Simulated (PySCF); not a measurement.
C3H5, doublet, geometry from GFN2-xTB; PySCF with MP2/def2-SVPD.

PySCF was given this input:
```python
from pyscf import gto, scf, mp

mol = gto.M(
    atom='''
C    -0.010119    0.884815   -0.037771
C     0.763151   -0.350676    0.056893
C    -0.755227   -0.368292    0.051022
H    -0.016347    1.664921   -0.767964
H     1.314627   -0.706453   -0.807718
H     1.252008   -0.593943    0.991133
H    -1.245517   -0.622918    0.981477
H    -1.291599   -0.736689   -0.817794
''',
    basis='def2-svpd',
    charge=0,
    spin=1,
    verbose=4,
)

mf = scf.UHF(mol)
mf.kernel()

pt = mp.MP2(mf)
pt.kernel()
print('E(MP2) = %.10f' % pt.e_tot)
```

**Question.** Write the output that PySCF gives for this input, abridged.

**Answer.** 
```
PySCF version 2.14.0

[INPUT] verbose = 4
[INPUT] num. atoms = 8
[INPUT] num. electrons = 23
[INPUT] charge = 0
[INPUT] spin (= nelec alpha-beta = 2S) = 1
[INPUT] symmetry False subgroup None
[INPUT] Mole.unit = angstrom
[INPUT] Symbol           X                Y                Z      unit          X                Y                Z       unit  Magmom
[INPUT]  1 C     -0.010119000000   0.884815000000  -0.037771000000 AA   -0.019122138654   1.672058020907  -0.071376845451 Bohr   0.0
[INPUT]  2 C      0.763151000000  -0.350676000000   0.056893000000 AA    1.442146381688  -0.662681598458   0.107512188405 Bohr   0.0
[INPUT]  3 C     -0.755227000000  -0.368292000000   0.051022000000 AA   -1.427172191877  -0.695971013868   0.096417606328 Bohr   0.0
[INPUT]  4 H     -0.016347000000   1.664921000000  -0.767964000000 AA   -0.030891352958   3.146244709037  -1.451241633525 Bohr   0.0
[INPUT]  5 H      1.314627000000  -0.706453000000  -0.807718000000 AA    2.484284985959  -1.335002689877  -1.526365805881 Bohr   0.0
[INPUT]  6 H      1.252008000000  -0.593943000000   0.991133000000 AA    2.365952225764  -1.122389603603   1.872969923019 Bohr   0.0
[INPUT]  7 H     -1.245517000000  -0.622918000000   0.981477000000 AA   -2.353686013490  -1.177144418062   1.854722727560 Bohr   0.0
[INPUT]  8 H     -1.291599000000  -0.736689000000  -0.817794000000 AA   -2.440768372762  -1.392140448980  -1.545406686313 Bohr   0.0

nuclear repulsion = 69.5476472598376
number of shells = 44
number of NR pGTOs = 140
number of NR cGTOs = 100
basis = def2-svpd
ecp = {}

******** <class 'pyscf.scf.uhf.UHF'> ********
method = UHF
initial guess = minao
damping factor = 0
level_shift factor = 0
DIIS = <class 'pyscf.scf.diis.CDIIS'>
diis_start_cycle = 1
diis_space = 8
diis_damp = 0
SCF conv_tol = 1e-09
SCF conv_tol_grad = None
SCF max_cycles = 50
direct_scf = True
direct_scf_tol = 1e-13
number electrons alpha = 12  beta = 11
Set gradient conv threshold to 3.16228e-05
init E= -116.944978485938

cycle= 1 E= -116.284911739266  delta_E= 0.66  |g|= 0.227  |ddm|= 2.45
cycle= 2 E= -116.328619938167  delta_E= -0.0437  |g|= 0.0808  |ddm|= 0.428
cycle= 3 E= -116.334732382427  delta_E= -0.00611  |g|= 0.0348  |ddm|= 0.24
cycle= 4 E= -116.336030928984  delta_E= -0.0013  |g|= 0.0127  |ddm|= 0.0802
cycle= 5 E= -116.336376565774  delta_E= -0.000346  |g|= 0.00536  |ddm|= 0.0553
cycle= 6 E= -116.336446956383  delta_E= -7.04e-05  |g|= 0.00223  |ddm|= 0.0316
cycle= 7 E= -116.336458499208  delta_E= -1.15e-05  |g|= 0.000956  |ddm|= 0.014
cycle= 8 E= -116.336460469718  delta_E= -1.97e-06  |g|= 0.000401  |ddm|= 0.00609
cycle= 9 E= -116.336460801752  delta_E= -3.32e-07  |g|= 0.000148  |ddm|= 0.00278
cycle= 10 E= -116.336460841791  delta_E= -4e-08  |g|= 4.98e-05  |ddm|= 0.000967
cycle= 11 E= -116.336460846393  delta_E= -4.6e-09  |g|= 1.58e-05  |ddm|= 0.000273
cycle= 12 E= -116.336460846902  delta_E= -5.09e-10  |g|= 5.49e-06  |ddm|= 6.47e-05
Extra cycle  E= -116.336460846942  delta_E= -4e-11  |g|= 3.4e-06  |ddm|= 1.42e-05
converged SCF energy = -116.336460846942  <S^2> = 0.76111403  2S+1 = 2.0110833

******** <class 'pyscf.mp.ump2.UMP2'> ********
nocc = (np.int64(12), np.int64(11)), nmo = (100, 100)
E(UMP2) = -116.750766573982  E_corr = -0.414305727039602
E(SCS-UMP2) = -116.748255740757  E_corr = -0.41179489381497
E_corr(same-spin) = -0.0985061291914064
E_corr(oppo-spin) = -0.315799597848196
E(MP2) = -116.7507665740
```
